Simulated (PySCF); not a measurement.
C2H9BN2, SMILES CN(C)BN.

Coordinates come from a r2SCAN-D4/def2-SVP optimisation. The structure was generated by enumeration, and PubChem lists no compound with its InChIKey, so it may never have been made. The values are those of a single conformer.

Method: PBE/def2-TZVP in PySCF.

The molecule is in vacuum.

```
Item                                                                                                           Result
---------------------------------------------------------------------------------------------  ----------------------
total energy                                                                                       -215.83901 hartree
highest occupied level                                                                                       -4.95 eV
lowest empty level                                                                                            0.22 eV
orbital gap                                                                                                   5.17 eV
dipole moment                                                                                               0.264 e·Å
quadrupole, principal values (traceless, Buckingham form, about the centre of nuclear charge)  -5.05, -1.18, 6.23 D·Å
mean static polarisability                                                                       60.1 bohr³ (8.90 Å³)
polarisability, principal values                                                               46.9, 60.4, 72.9 bohr³
```
